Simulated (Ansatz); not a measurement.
Geometry optimisation, Ansatz, RKS PBE0/def2-SVP.

input.yaml

```yaml
crystal:
  periodic: [false, false, false]
  atoms:
    - { symbol: "N", position_ang: [-0.8636, -0.2061, 0.5125] }
    - { symbol: Al, position_ang: [0.7347, 0.1188, -0.4201] }
    - { symbol: F, position_ang: [2.0073, -0.8336, 0.3626] }
    - { symbol: F, position_ang: [0.6417, -0.3942, -2.1365] }
    - { symbol: F, position_ang: [1.1636, 1.8641, -0.3853] }
    - { symbol: H, position_ang: [-1.1642, -1.1585, 0.4735] }
    - { symbol: H, position_ang: [-0.7937, 0.1444, 1.4997] }
    - { symbol: H, position_ang: [-1.6336, 0.4081, 0.0378] }
basis:
  gaussian: { orbitals: def2-SVP }
hamiltonian:
  xc: pbe0
relax:
  f_tol: 0.02
  max_steps: 40
scf:
  lower_state_search: "off"
```

Launched with:

```bash
$ ansatz run input.yaml --threads 2 --pin off --max-ram 3072MiB --backend cpu --events-out ev --progress --plain --runs-dir out
```

**Question.** Where does it end, and by what steps?

**Answer.** The forces met the threshold. The force dipped under the threshold on the way, but the program's further checks kept it going. After 17 steps the energy has fallen by 1.091 eV; H7 moved furthest, 0.68 Å.

```tsv
step	energy less start (eV)	largest force component (eV/Å)	accepted
0	0.0000	4.953	yes
1	-0.7371	2.109	yes
2	-1.0317	0.496	yes
3	-1.0546	0.221	yes
4	-1.0573	0.040	yes
5	-1.0575	0.011	yes
6	-1.0577	0.016	yes
7	-1.0579	0.022	yes
8	-1.0575	0.231	no
9	-1.0588	0.020	yes
10	-1.0588	0.295	yes
11	-1.0622	0.167	yes
12	-1.0736	0.115	yes
13	-1.0852	0.032	yes
14	-1.0451	0.975	no
15	-1.0892	0.008	yes
16	-1.0883	0.258	no
17	-1.0905	0.019	yes
```

```xyz
8
Properties=species:S:1:pos:R:3
N -0.837 -0.150 0.461
Al 0.899 0.143 -0.497
F 1.966 -0.495 0.617
F 0.631 -0.750 -1.881
F 0.877 1.804 -0.654
H -1.419 -0.818 -0.047
H -0.671 -0.518 1.399
H -1.353 0.727 0.546
```

Whether the end is a true minimum wasn't checked by a vibrational analysis.

Time of the run: 40 s on 2 threads of Arm Neoverse N1, on a shared host, peak memory 0.15 GiB.
